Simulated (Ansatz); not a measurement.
```yaml
crystal:
  periodic: [false, false, false]
  atoms:
    - {symbol: O, position_ang: [-0.751887, 0.159006, 1.981714]}
    - {symbol: Si, position_ang: [-0.843748, -0.912471, 0.771920]}
    - {symbol: F, position_ang: [-2.239056, -0.790910, 0.020540]}
    - {symbol: O, position_ang: [0.311318, -0.672998, -0.350225]}
    - {symbol: Si, position_ang: [1.093411, 0.427688, -1.248808]}
    - {symbol: Cl, position_ang: [0.749980, 2.305398, -0.468785]}
    - {symbol: H, position_ang: [-0.635761, 1.089349, 1.776551]}
    - {symbol: H, position_ang: [-0.725545, -2.259192, 1.334377]}
    - {symbol: H, position_ang: [0.578640, 0.427126, -2.632104]}
    - {symbol: H, position_ang: [2.545748, 0.175804, -1.182279]}
basis:
  gaussian: {orbitals: LANL2DZ, point_charges: [{charge: 0.50, position_ang: [6.384, 0.741, -0.982]}]}
hamiltonian: {xc: {name: PBE}, dispersion: d3bjatm}
scf: {lower_state_search: light}
output: {forces: true}
```

```sh
$ ansatz run in.yaml --threads 4 --pin off --events-out ev --progress --plain --max-ram 10444MiB
```

Shortened log:

```
Error: <dir> can't be read: No such file or directory (os error 2)
```
